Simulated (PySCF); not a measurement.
# A series of linear complexes of Different ions with OH ligands

All values are computed with PySCF: state-averaged CASSCF of the d shell with SC-NEVPT2, spin-free X2C, triple-zeta basis on the metal and double-zeta on the ligands, mean-field spin-orbit coupling; DFT geometries.

| complex | point group | M–L / Å | L–M–L / ° | solvent |
| --- | --- | --- | --- | --- |
| Ni(OH)2 | C2h | 1.73 | 180 | none |
| Co(OH)2 | C2h | 1.75 | 180 | none |
| Fe(OH)2 | C2h | 1.78 | 180 | none |
| Cu(OH)2 | C2h | 1.74 | 180 | none |

(1) Rank by the spin-orbit constant ζ, lowest first.
A. Fe(OH)2
B. Cu(OH)2
C. Co(OH)2
D. Ni(OH)2

(2) What are the ground states and moments?

In Co(OH)2, Fe(OH)2 the next state lies within 300 cm⁻¹ of the lowest, inside the method's error, so which of them is lowest is undecided.

Results:

(1) A (390 cm⁻¹), C (502 cm⁻¹), D (635 cm⁻¹), B (792 cm⁻¹).

(2) 
| complex | shell | ground state (NEVPT2) | total orbital splitting (CASSCF fit) / cm⁻¹ | μeff(300 K) / μB |
| --- | --- | --- | --- | --- |
| Ni(OH)2 | d8 | 3Bg | 8533 | 4.05 |
| Co(OH)2 | d7 | 4Ag | 8604 | 6.22 |
| Fe(OH)2 | d6 | 5Ag | 8667 | 6.23 |
| Cu(OH)2 | d9 | 2Ag | 7754 | 2.71 |
